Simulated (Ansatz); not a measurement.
Calculated with Ansatz (gas phase, PBE0-D4/def2-TZVP geometries, no zero-point term in ΔE). CCSD(T)/CBS is the MP2 limit (def2-TZVPP, def2-QZVPP) plus CCSD(T) − MP2 in def2-TZVPP, frozen cores. This one scheme is used for every species, atoms too. DFT in def2-TZVPP. Open shells (•) are unrestricted, without spin–orbit coupling. def2 core potentials past Kr. For Sb outer-core shells are correlated without core-valence functions, so the limit isn't a true one: a few kJ/mol of doubt a bond, and 10 to 20 or more in all where bonds break to atoms.

Consider the homolysis of the H–Sb bond: `[F][SbH][SiH3]` → H• + `[F][Sb][SiH3]`•.

`[F][SbH][SiH3]`:

```xyz
7

F    -2.120   -0.529   -1.168
Sb   -1.568    0.630    0.273
Si    0.825   -0.358    0.385
H    -0.987    1.864   -0.770
H     1.393   -0.517   -0.976
H     0.792   -1.672    1.077
H     1.665    0.582    1.179
```

`[F][Sb][SiH3]`•:

```xyz
6

F     1.166    2.334   -0.115
Sb    1.838    0.562   -0.481
Si   -0.428   -0.550    0.072
H    -0.272   -2.018   -0.124
H    -1.492   -0.045   -0.834
H    -0.812   -0.283    1.483
```

| level | ΔE (kJ/mol) |
| --- | --- |
| r2SCAN-D4 | 276.4 |
| BLYP | 275.4 |
| r2SCANh | 275.2 |
| CAM-B3LYP | 281.6 |

Task: What does CCSD(T)/CBS give? (Estimate.)

Result: The calculation gave: +291.7 kJ/mol. The listed levels differ from it by -15.3, -16.3, -16.5, -10.1 kJ/mol.

Largest T1 diagnostic among the species: 0.016.

At CCSD(T), def2-SVP lies −22.0 kJ/mol from the extrapolated value and def2-TZVPP −6.9 kJ/mol: correlation converges slowly with the basis, and small sets miss more of it in the bonded molecule than in its fragments. Leaving LDA and LC-ωPBE aside and taking each functional with its dispersion term where it has one, the values, not all of them listed here, spread over 17.6 kJ/mol, from revPBE-D4 to B97M-V. LDA lies +42.1 kJ/mol from PBE without D4, its usual overbinding. In def2-TZVPP, CCSD(T) changes the Hartree–Fock value by +87.9 kJ/mol (the triples alone add +2.4 kJ/mol) and MP2 by +76.6 kJ/mol; breaking electron pairs costs correlation energy, which Hartree–Fock lacks.
